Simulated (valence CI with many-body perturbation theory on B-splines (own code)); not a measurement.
## Energy levels of Hf LXVIII

Calculated by configuration interaction combined with many-body perturbation theory (CI+MBPT): three valence electrons over a frozen Dirac-Fock core [He], radial functions for each j: 11 s, 11 p, 10 d, 8 f, 5 g, 2 h, with the one-electron correlation potential Σ1, the two-electron term Σ2, the three-electron term Σ3, Breit, model QED; selected CI, second order for the rest, scaled by the run's own slope (own B-spline code, finite nucleus).

The last digits are not significant, and no measured levels were compared; by estimate large intervals hold to a few tenths of a per cent, small ones and those within an open d or f shell to about a per cent.

Levels 46 to 90 of 165, with energies above the lowest level, (2s^2 2p1/2) J=1/2. "Leading %" is the weight of the configuration and term that name the level; weights of strongly mixed levels are sums over their largest components and can fall short, so below about 35 % the name and the second component can differ from the true leading terms, or belong to a minority configuration. In the jj column 3d3/2^4 stands for four electrons in 3d with j = 3/2.

| No. | Configuration | Term | J | E (Ry) | Leading % | Second component | g | Leading jj |
| --- | --- | --- | --- | --- | --- | --- | --- | --- |
| 46 | 2s 2p 3p | 4P | 3/2 | 847.64 | 46 | 26 % 2s 2p 3p 4S | 1.622 | 2s 2p3/2 3p1/2 (100 %) |
| 47 | 2s 2p 3s | 2P° | 1/2 | 847.72 | 90 | 10 % 2s 2p 3s 4P° | 0.825 | 2s 2p3/2 3s (100 %) |
| 48 | 2s 2p 3p | 2D | 5/2 | 847.76 | 44 | 37 % 2s 2p 3p 4D | 1.305 | 2s 2p3/2 3p1/2 (100 %) |
| 49 | 2s 2p 3s | 2P° | 3/2 | 848.19 | 82 | 17 % 2s 2p 3s 4P° | 1.375 | 2s 2p3/2 3s (99 %) |
| 50 | 2s 2p 3p | 2P | 1/2 | 854.00 | 48 | 22 % 2s 2p 3p 2S | 1.256 | 2s 2p3/2 3p1/2 (99 %) |
| 51 | 2s 2p 3p | 2D | 3/2 | 854.10 | 61 | 20 % 2s 2p 3p 2P | 0.966 | 2s 2p3/2 3p1/2 (99 %) |
| 52 | 2p2 3s | 4P | 3/2 | 861.07 | 86 | 12 % 2p2 3s 2P | 1.646 | 2p1/2 2p3/2 3s (99 %) |
| 53 | 2p2 3s | 2P | 1/2 | 861.79 | 66 | 32 % 2p2 3s 4P | 1.291 | 2p1/2 2p3/2 3s (98 %) |
| 54 | 2p2 3s | 2D | 5/2 | 862.36 | 64 | 34 % 2p2 3s 4P | 1.306 | 2p1/2 2p3/2 3s (99 %) |
| 55 | 2p2 3s | 2D | 3/2 | 862.99 | 64 | 33 % 2p2 3s 2P | 0.958 | 2p1/2 2p3/2 3s (99 %) |
| 56 | 2p2 3p | 4P° | 1/2 | 865.74 | 49 | 28 % 2p2 3p 4D° | 1.731 | 2p1/2 2p3/2 3p1/2 (99 %) |
| 57 | 2p2 3p | 4D° | 3/2 | 866.18 | 55 | 22 % 2p2 3p 2D° | 1.125 | 2p1/2 2p3/2 3p1/2 (99 %) |
| 58 | 2p2 3p | 2F° | 5/2 | 867.14 | 50 | 30 % 2p2 3p 2D° | 1.042 | 2p1/2 2p3/2 3p1/2 (99 %) |
| 59 | 2p2 3p | 2P° | 3/2 | 870.45 | 43 | 25 % 2p2 3p 2D° | 1.303 | 2p1/2 2p3/2 3p1/2 (99 %) |
| 60 | 2s 2p 3p | 4D | 7/2 | 874.08 | 100 |  | 1.401 | 2s 2p3/2 3p3/2 (100 %) |
| 61 | 2s 2p 3p | 2P | 3/2 | 874.95 | 54 | 32 % 2s 2p 3p 4S | 1.478 | 2s 2p3/2 3p3/2 (99 %) |
| 62 | 2s 2p 3p | 4P | 5/2 | 876.34 | 52 | 43 % 2s 2p 3p 2D | 1.388 | 2s 2p3/2 3p3/2 (99 %) |
| 63 | 2s 2p 3p | 2S | 1/2 | 876.71 | 48 | 38 % 2s 2p 3p 2P | 1.362 | 2s 2p3/2 3p3/2 (99 %) |
| 64 | 2s 2p 3d | 4D° | 5/2 | 879.29 | 44 | 22 % 2s 2p 3d 4F° | 1.217 | 2s 2p3/2 3d3/2 (99 %) |
| 65 | 2s 2p 3d | 4D° | 3/2 | 879.73 | 43 | 40 % 2s 2p 3d 4P° | 1.315 | 2s 2p3/2 3d3/2 (99 %) |
| 66 | 2s 2p 3d | 4F° | 7/2 | 879.89 | 46 | 39 % 2s 2p 3d 2F° | 1.202 | 2s 2p3/2 3d3/2 (97 %) |
| 67 | 2s 2p 3d | 4P° | 1/2 | 880.07 | 83 | 15 % 2s 2p 3d 4D° | 2.166 | 2s 2p3/2 3d3/2 (99 %) |
| 68 | 2s 2p 3p | 2D | 5/2 | 881.16 | 72 | 16 % 2s 2p 3p 4D | 1.252 | 2s 2p3/2 3p3/2 (99 %) |
| 69 | 2s 2p 3p | 2P | 3/2 | 882.50 | 58 | 29 % 2s 2p 3p 2D | 1.220 | 2s 2p3/2 3p3/2 (99 %) |
| 70 | 2s 2p 3p | 2S | 1/2 | 882.79 | 60 | 20 % 2s 2p 3p 2P | 1.721 | 2s 2p3/2 3p3/2 (100 %) |
| 71 | 2s 2p 3d | 2D° | 3/2 | 885.43 | 61 | 20 % 2s 2p 3d 4P° | 0.934 | 2s 2p3/2 3d3/2 (82 %) |
| 72 | 2s 2p 3d | 4F° | 9/2 | 885.45 | 100 |  | 1.309 | 2s 2p3/2 3d5/2 (100 %) |
| 73 | 2s 2p 3d | 2F° | 5/2 | 886.10 | 67 | 19 % 2s 2p 3d 2D° | 0.927 | 2s 2p3/2 3d3/2 (98 %) |
| 74 | 2s 2p 3d | 2P° | 1/2 | 886.74 | 69 | 26 % 2s 2p 3d 4D° | 0.600 | 2s 2p3/2 3d3/2 (96 %) |
| 75 | 2s 2p 3d | 2D° | 5/2 | 887.28 | 38 | 34 % 2s 2p 3d 4P° | 1.303 | 2s 2p3/2 3d5/2 (98 %) |
| 76 | 2s 2p 3d | 4D° | 7/2 | 887.81 | 48 | 46 % 2s 2p 3d 2F° | 1.263 | 2s 2p3/2 3d5/2 (96 %) |
| 77 | 2s 2p 3d | 2P° | 3/2 | 888.69 | 45 | 42 % 2s 2p 3d 2D° | 1.130 | 2s 2p3/2 3d5/2 (81 %) |
| 78 | 2s 2p 3d | 2P° | 1/2 | 889.69 | 87 | 5 % 2s 2p 3d 4D° | 0.768 | 2s 2p3/2 3d5/2 (94 %) |
| 79 | 2s 2p 3d | 2F° | 7/2 | 892.66 | 66 | 13 % 2s 2p 3d 4D° | 1.178 | 2s 2p3/2 3d5/2 (92 %) |
| 80 | 2p2 3p | 4D° | 5/2 | 893.73 | 31 | 28 % 2s 2p 3d 2D° | 1.281 | 2p1/2 2p3/2 3p3/2 (55 %) |
| 81 | 2s 2p 3d | 2P° | 3/2 | 894.20 | 67 | 14 % 2s 2p 3d 2D° | 1.264 | 2s 2p3/2 3d5/2 (91 %) |
| 82 | 2s 2p 3d | 2D° | 5/2 | 894.25 | 32 | 20 % 2p2 3p 4D° | 1.269 | 2s 2p3/2 3d5/2 (52 %) |
| 83 | 2p2 3p | 2P° | 1/2 | 894.41 | 36 | 30 % 2p2 3p 4P° | 1.558 | 2p1/2 2p3/2 3p3/2 (98 %) |
| 84 | 2p2 3p | 2D° | 3/2 | 894.93 | 47 | 18 % 2p2 3p 4P° | 1.122 | 2p1/2 2p3/2 3p3/2 (90 %) |
| 85 | 2p2 3p | 2F° | 7/2 | 895.47 | 59 | 32 % 2p2 3p 4D° | 1.210 | 2p1/2 2p3/2 3p3/2 (91 %) |
| 86 | 2p2 3p | 4S° | 3/2 | 896.58 | 33 | 30 % 2p2 3p 2P° | 1.410 | 2p1/2 2p3/2 3p3/2 (100 %) |
| 87 | 2p2 3p | 2D° | 5/2 | 897.44 | 64 | 15 % 2p2 3p 2F° | 1.168 | 2p1/2 2p3/2 3p3/2 (96 %) |
| 88 | 2p2 3d | 4F | 3/2 | 898.22 | 43 | 26 % 2p2 3d 2P | 0.919 | 2p1/2 2p3/2 3d3/2 (100 %) |
| 89 | 2p2 3d | 4F | 5/2 | 898.29 | 53 | 39 % 2p2 3d 2F | 0.954 | 2p1/2 2p3/2 3d3/2 (99 %) |
| 90 | 2p2 3d | 4D | 1/2 | 898.68 | 79 | 15 % 2p2 3d 2P | 0.245 | 2p1/2 2p3/2 3d3/2 (100 %) |
